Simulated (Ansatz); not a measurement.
Cost and result for the atomization energy of `CN(C)[B]O` radical (12 atoms, 11 bonds).

Cartesian coordinates in Å:
```
C -0.0248 0.0940 -1.1476
N 0.0158 -0.0333 0.2906
C -0.9341 0.8087 0.9769
B 0.8809 -0.8814 0.9854
O 1.8199 -1.7244 0.4975
H 0.1959 1.1214 -1.4604
H 0.7073 -0.5613 -1.6236
H -1.0133 -0.1720 -1.5404
H -0.7550 1.8683 0.7564
H -0.8431 0.6572 2.0521
H -1.9620 0.5722 0.6757
H 1.9124 -1.7493 -0.4627
```

The species carries charge 0 and has multiplicity 2. All single points use the PBE0-D4/def2-TZVP geometry. It is one conformer, not always the lowest. Program: Ansatz. Hardware: A = 2 threads of an AMD EPYC 7R13 on a shared host; B = 2 threads of an AMD EPYC 7R13 on a shared host and a share of an NVIDIA H100 80 GB. Times are those of one run each, without the atoms' runs, and a repeat can differ threefold. Electronic energies, without spin–orbit coupling; frozen cores. CCSD(T)/CBS adds CCSD(T) − MP2 in def2-TZVPP to the MP2 limit, and its time is that of the two runs behind it. T1 = 0.013; ⟨S²⟩ of the reference is 0.75. HSE06 is the plane-wave form, built on full-range PBE exchange.

CCSD(T)/CBS is a level of theory with its own doubt, some kJ/mol a heavy atom from the limit and from the frozen cores, so smaller differences don't rank the functionals.

| level | functions | wall time | atomization (kJ/mol) | difference from CCSD(T)/CBS | per bond |
| --- | --- | --- | --- | --- | --- |
| LDA (SPW92)/def2-TZVPP [A] | 253 | 2.8 s | 5351.1 | 726.7 | 66.1 |
| MP2/def2-QZVPP [B] | 495 | 3.8 s | 4661.9 | 37.5 | 3.4 |
| BLYP-D4/def2-TZVPP [A] | 253 | 4.6 s | 4662.3 | 37.9 | 3.5 |
| CCSD(T)/def2-SVP [B] | 105 | 4.9 s | 4416.4 | -208.0 | -18.9 |
| PBE0-D4/def2-TZVPP [A] | 253 | 7.5 s | 4672.9 | 48.5 | 4.4 |
| HSE06-D4/def2-TZVPP [A] | 253 | 8.5 s | 4676.9 | 52.5 | 4.8 |
| BHLYP-D4/def2-TZVPP [A] | 253 | 9 s | 4514.0 | -110.4 | -10.0 |
| r2SCAN-D4/def2-TZVPP (with forces) [A] | 253 | 10 s | 4665.9 | 41.5 | 3.8 |
| B2PLYP/def2-TZVPP [A] | 253 | 11 s | 4604.0 | -20.4 | -1.9 |
| r2SCANh-D4/def2-TZVPP [A] | 253 | 12 s | 4636.3 | 11.9 | 1.1 |
| CCSD(T)/def2-TZVPP [B] | 253 | 15 s | 4507.8 | -116.6 | -10.6 |
| B97M-V/def2-TZVPP [A] | 253 | 16 s | 4640.5 | 16.1 | 1.5 |
| CCSD(T)/CBS(def2) | – | 19 s | 4624.4 | 0.0 | 0.0 |

In def2-TZVPP, CCSD(T) changes the Hartree–Fock value by +1129.0 kJ/mol (the triples alone add +65.9 kJ/mol) and MP2 by +1213.9 kJ/mol; breaking electron pairs costs correlation energy, which Hartree–Fock lacks. From BLYP to BHLYP (50 % exact exchange), in def2-TZVPP and without D4, the atomization energy moves by −124.2 kJ/mol: exact exchange takes away binding that semilocal exchange gives to molecules. The D4 term adds +33.1 kJ/mol with B3LYP and +17.4 kJ/mol with PBE0; it sums over pairs of atoms, weighted by their polarisabilities, and B3LYP, whose exchange is more repulsive, gets the larger term.

B3LYP here is the variant with VWN-RPA as its local correlation; programs differ in this.
